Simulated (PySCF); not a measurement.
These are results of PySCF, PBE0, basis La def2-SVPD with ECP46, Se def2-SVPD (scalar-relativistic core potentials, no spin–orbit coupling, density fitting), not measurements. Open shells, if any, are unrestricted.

Problem. What shape and geometry does isolated singlet [LaSe2]- take (every ligand bound to La)?

Solution. Formally La is in oxidation state +3, with 0 electrons left for the f, d and s shells; the Mulliken f population is 0.08. The lowest minimum found is a singlet of C2v symmetry with La–Se 2.673 Å (×2); Se–La–Se 119.2°. Its harmonic wavenumbers are 64 (a1), 249 (a1), 260 (b2) cm⁻¹ and its dipole moment is 9.06 D about the centre of mass.

Stability towards spin polarisation was not tested. Other isomers or separated fragments may lie lower. The lowest empty level of this anion is unbound, so it and the gap depend on the basis.
